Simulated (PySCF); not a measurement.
Two-component Hartree-Fock for Ga⁺ (gallium, charge +1)

Start: [Ar] 3d10 4s1 4d1; 4s1/2 filled at m_j = +1/2; 4d5/2 filled at m_j = +5/2. Calculated with PySCF 2.14 in x2c-TZVPall-2c with one added diffuse shell each of s, p, d type (7s8p5d1f, 63 functions): generalised Hartree-Fock with the X2C-1e Hamiltonian and a Gaussian nucleus; one run each with spin-orbit coupling (SO) switched off, then screened by Boettger's factors. This is a chosen level, not necessarily the ground level.

| spinor shell | electrons | ε, spin-free (eV) | ε, screened SO (eV) | weight of nominal j (screened SO) | rms radius, screened SO (bohr) |
| --- | --- | --- | --- | --- | --- |
| 1s1/2 | 2 | -10455.6 | -10455.4 | 1.000 | 0.0560 |
| 2s1/2 | 2 | -1355.1 | -1355.0 | 1.000 | 0.235 |
| 2p1/2 | 2 | -1176.9 | -1195.9 | 1.000 | 0.209 |
| 2p3/2 | 4 | -1176.9 | -1167.7 | 1.000 | 0.212 |
| 3s1/2 | 2 | -192.90 | -192.90 | 1.000 | 0.699 |
| 3p1/2 | 2 | -137.05 | -139.69 | 1.000 | 0.730 |
| 3p3/2 | 4 | -137.05 | -135.79 | 1.000 | 0.740 |
| 3d3/2 | 4 | -45.682 | -45.980 | 0.986 | 0.884 |
| 3d5/2 | 6 | -45.682 | -45.488 | 0.991 | 0.887 |
| 4s1/2 | 1 | -23.888 | -23.891 | 1.000 | 2.33 |
| 4d5/2 | 1 | -6.150 | -6.147 | 1.000 | 5.35 |

```csv
quantity,spin-free,screened SO
E (hartree),-1941.47028,-1941.53322
M_J,3,3
⟨J²⟩,12.001,12.001
⟨L²⟩,6.000,6.002
⟨S²⟩,2.000,2.002
```

Each row is a mean over spinors that exchange with the open shell spreads, by up to 0.486 eV (3s1/2).

Without spin-orbit coupling the j labels of p, d and f shells carry no meaning; the spin-free column gives the mean over the occupied spinors of each nl shell.
